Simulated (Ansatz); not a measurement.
One geometry of WBr₂N₂H₂⁻, that is W(NH)2Br2 with one electron more, several levels of theory.

```yaml
crystal:
  periodic: [false, false, false]
  atoms:
    - {symbol: W, position_ang: [-0.219126, 0.003195, -0.153933]}
    - {symbol: N, position_ang: [-0.279866, -0.016385, 1.627910]}
    - {symbol: H, position_ang: [0.048039, -0.029408, 2.592945]}
    - {symbol: N, position_ang: [1.436778, -0.000492, -0.814969]}
    - {symbol: H, position_ang: [2.455884, -0.007111, -0.833845]}
    - {symbol: Br, position_ang: [-1.708582, 1.855485, -1.188521]}
    - {symbol: Br, position_ang: [-1.733127, -1.805284, -1.229587]}
basis:
  gaussian: {orbitals: def2-TZVPD, initial_orbitals: start.molden}
total_charge: -1
magnetization: {spin_polarized: true, initial_magnetization: 1}
hamiltonian: {xc: pbe0, dispersion: d4}
scf: {omitted_lower_state_checks: [starts]}
output: {orbitals: {seedname: orbitals}}
```

The file start.molden holds the orbitals of an earlier run on this structure, at another level or in another basis.

```sh
$ ansatz run in.yaml --threads 2 --pin off --events-out ev --progress --plain --max-ram 22528MiB --backend cpu
```

Shortened log:

```
Functional definition: PBE0
1820 factors; their error is unknown
mean field evaluation 1: about -144915.4217 eV, gradient 1.4e2 eV
mean field evaluation 2: about -144917.8290 eV, gradient 3.7e0 eV
mean field evaluation 4: about -144918.5793 eV, gradient 4.0e-1 eV
mean field evaluation 8: about -144918.5798 eV, gradient 4.7e-5 eV
mean field -144918.57981043 eV, -5325.6595786920 hartree, gradient 4.7e-5 eV, S^2 0.761231; 0 other end points of the search recorded, 0 dependent functions left out
reference -144918.57986839 eV, -5325.6595808217 hartree; 51, 50 occupied and 198, 199 virtual orbitals, 1820 factors
Total energy: -144918.81797482 eV, -5325.6683310718 hartree
Checks for a lower state left out: starts
```

Run time 26 s (2 threads of AMD EPYC 7R13 on a shared host), peak host memory 1.3 GiB.

The first input with `hamiltonian: {xc: pbe, dispersion: d4}` (abridged; 11 s):

```
Functional definition: PBE
mean field -144915.50073738 eV, -5325.5464248444 hartree, gradient 3.9e-5 eV, S^2 0.756353
Total energy: -144915.77322512 eV, -5325.5564385842 hartree
Checks for a lower state left out: starts
```

Geometry: PBE-D4/def2-SVPD.

In the def2 sets W takes a core potential; there is no spin–orbit coupling. At PBE-D4/def2-TZVPD the highest occupied level of the relaxed charge -1 doublet lies above zero (up to 0.41 eV). By energy differences its removal costs 1.44 eV (each at its own geometry, to the charge 0 singlet, at PBE-D4/def2-TZVPD); the vertical value is larger still, so the positive level points to self-interaction error. No other spin state of charge -1 was run.
